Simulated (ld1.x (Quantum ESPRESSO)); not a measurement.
# Logarithmic derivatives: Hf, PAW

ld1.x (Quantum ESPRESSO) 7.5 input, shortened:

```
&input
   title='Hf', zed=72., rel=2, dft='PBE', iswitch=3,
   config='[Xe] 4f14 5d2 5f-2 6s0 6p0', rel_dist='average'
 /
 &inputp
   pseudotype=3, lpaw=.true., tm=.true., lloc=-1, rcloc=1.65,
   nlcc=.true., new_core_ps=.true., rcore=1.85,
   which_augfun='PSQ', rmatch_augfun=1.95
 /
8
6S  1  0   0.00   0.00  2.05  2.45  0.0
6S  1  0   0.00   0.85  2.05  2.45  0.0
5P  2  1   6.00   0.00  1.90  2.05  0.0
6P  3  1   0.00   0.00  1.90  2.05  0.0
5D  3  2   2.00   0.00  2.15  2.32  0.0
5D  3  2   0.00   1.40  2.15  2.32  0.0
5F  4  3  -2.00   0.05  2.35  2.55  0.0
5F  4  3  -2.00   0.75  2.35  2.55  0.0
 &test
   configts(1)='5p6 5d2 6s0 6p0'
 /
```

Open shells are filled in proportion to 2j + 1 (rel_dist='average').

The phase is arctan(r·u′/u) with u = r·R(r), unwrapped; energies in Ry, scanned from -6 to 5 Ry. A pole is an energy at which the radial function vanishes at the test radius. The pseudo phase is shifted by a multiple of π to meet the all-electron one at the reference energy, and phase errors are pseudo minus all-electron; the curves can meet again beyond the range given. Levels narrower than the energy grid can be missing from the lists of poles.

```
channel  radius (bohr)  reference energy (Ry)  poles, all-electron  poles, pseudo  unbroken range about the reference energy with phases within 0.05 rad  phase error 1 Ry above the reference energy (rad)
      s           2.77                  -1.29          -6.00, 1.05           1.05                                                            -5.9 to 4.4                                             -0.003
   p1/2           2.77                  -0.93          -4.07, 2.22    -4.07, 2.18                                                        the whole range                                             -0.002
   p3/2           2.77                  -0.87          -3.45, 2.77    -3.45, 2.79                                                        the whole range                                             +0.001
   d3/2           2.77                  -1.25                -0.67          -0.67                                                        the whole range                                             -0.001
   d5/2           2.77                  -1.21                -0.58          -0.58                                                        the whole range                                             -0.000
   f7/2           2.77                   0.05          -2.27, 2.61     2.46, 4.95                                                            -2.2 to 2.8                                             -0.000
```

The ghost test of this file was not conclusive.

Phases in the d3/2 channel:

```json
{"E (Ry)": "-6.00", "all-electron": "1.405", "pseudo": "1.403"}
{"E (Ry)": "-5.74", "all-electron": "1.401", "pseudo": "1.399"}
{"E (Ry)": "-5.48", "all-electron": "1.395", "pseudo": "1.394"}
{"E (Ry)": "-5.22", "all-electron": "1.390", "pseudo": "1.388"}
{"E (Ry)": "-4.96", "all-electron": "1.383", "pseudo": "1.382"}
{"E (Ry)": "-4.70", "all-electron": "1.376", "pseudo": "1.375"}
{"E (Ry)": "-4.44", "all-electron": "1.368", "pseudo": "1.367"}
{"E (Ry)": "-4.18", "all-electron": "1.358", "pseudo": "1.357"}
{"E (Ry)": "-3.92", "all-electron": "1.348", "pseudo": "1.346"}
{"E (Ry)": "-3.66", "all-electron": "1.335", "pseudo": "1.334"}
{"E (Ry)": "-3.40", "all-electron": "1.319", "pseudo": "1.318"}
{"E (Ry)": "-3.14", "all-electron": "1.300", "pseudo": "1.299"}
{"E (Ry)": "-2.88", "all-electron": "1.275", "pseudo": "1.274"}
{"E (Ry)": "-2.62", "all-electron": "1.241", "pseudo": "1.240"}
{"E (Ry)": "-2.36", "all-electron": "1.191", "pseudo": "1.190"}
{"E (Ry)": "-2.10", "all-electron": "1.108", "pseudo": "1.107"}
{"E (Ry)": "-1.84", "all-electron": "0.940", "pseudo": "0.938"}
{"E (Ry)": "-1.58", "all-electron": "0.449", "pseudo": "0.448"}
{"E (Ry)": "-1.32", "all-electron": "-0.755", "pseudo": "-0.755"}
{"E (Ry)": "-1.06", "all-electron": "-1.323", "pseudo": "-1.324"}
{"E (Ry)": "-0.80", "all-electron": "-1.516", "pseudo": "-1.516"}
{"E (Ry)": "-0.54", "all-electron": "-1.614", "pseudo": "-1.615"}
{"E (Ry)": "-0.28", "all-electron": "-1.681", "pseudo": "-1.682"}
{"E (Ry)": "-0.02", "all-electron": "-1.737", "pseudo": "-1.737"}
{"E (Ry)": "0.24", "all-electron": "-1.791", "pseudo": "-1.791"}
{"E (Ry)": "0.50", "all-electron": "-1.851", "pseudo": "-1.851"}
{"E (Ry)": "0.76", "all-electron": "-1.927", "pseudo": "-1.927"}
{"E (Ry)": "1.02", "all-electron": "-2.034", "pseudo": "-2.034"}
{"E (Ry)": "1.28", "all-electron": "-2.206", "pseudo": "-2.206"}
{"E (Ry)": "1.54", "all-electron": "-2.519", "pseudo": "-2.519"}
{"E (Ry)": "1.80", "all-electron": "-3.078", "pseudo": "-3.079"}
{"E (Ry)": "2.06", "all-electron": "-3.703", "pseudo": "-3.705"}
{"E (Ry)": "2.32", "all-electron": "-4.086", "pseudo": "-4.089"}
{"E (Ry)": "2.58", "all-electron": "-4.290", "pseudo": "-4.293"}
{"E (Ry)": "2.84", "all-electron": "-4.409", "pseudo": "-4.411"}
{"E (Ry)": "3.10", "all-electron": "-4.486", "pseudo": "-4.488"}
{"E (Ry)": "3.36", "all-electron": "-4.540", "pseudo": "-4.542"}
{"E (Ry)": "3.62", "all-electron": "-4.580", "pseudo": "-4.582"}
{"E (Ry)": "3.88", "all-electron": "-4.612", "pseudo": "-4.614"}
{"E (Ry)": "4.14", "all-electron": "-4.638", "pseudo": "-4.639"}
{"E (Ry)": "4.40", "all-electron": "-4.660", "pseudo": "-4.661"}
{"E (Ry)": "4.66", "all-electron": "-4.679", "pseudo": "-4.680"}
{"E (Ry)": "4.92", "all-electron": "-4.696", "pseudo": "-4.697"}
```
